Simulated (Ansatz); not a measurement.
Program: Ansatz. Geometries: PBE0-D4/def2-TZVP. ΔE: electronic, gas phase. CBS: MP2 limit from def2 TZ/QZ plus the TZ coupled-cluster correction, frozen cores. This one scheme is used for every species. DFT in def2-TZVPP. For As outer-core shells are correlated without core-valence functions, which leaves a few kJ/mol of doubt a bond. Scalar relativity is left out up to krypton. One conformer a species, not always the lowest.

Reaction (hydrogenolysis of the Si–Si bond): `C[SiH2][SiH2][AsH2]` + H₂ → `[SiH3][AsH2]` + `C[SiH3]`

CCSD(T)/CBS gives -3.3 kcal/mol.

(1) Another level gave -5.6 kcal/mol. Which?
A. ωB97X-V/def2-TZVPP
B. CCSD/def2-TZVPP
C. PBE-D4/def2-TZVPP
D. r2SCAN-D4/def2-TZVPP

Largest T1 diagnostic among the species: 0.012.

## Answers

(1) B. CCSD/def2-TZVPP -5.6, PBE-D4 0.0, ωB97X-V -4.2, r2SCAN-D4 -2.2 kcal/mol.

The D4 term adds +3.7 kcal/mol with B3LYP and +2.1 kcal/mol with PBE0; it sums over pairs of atoms, weighted by their polarisabilities, and B3LYP, whose exchange is more repulsive, gets the larger term. From PBE to PBE0 (25 % exact exchange), in def2-TZVPP and without D4, ΔE moves by −1.2 kcal/mol. In def2-TZVPP, CCSD(T) changes the Hartree–Fock value by +8.1 kcal/mol (the triples alone add +1.5 kcal/mol) and MP2 by +8.7 kcal/mol.

B3LYP here is the variant with VWN-RPA as its local correlation; programs differ in this.
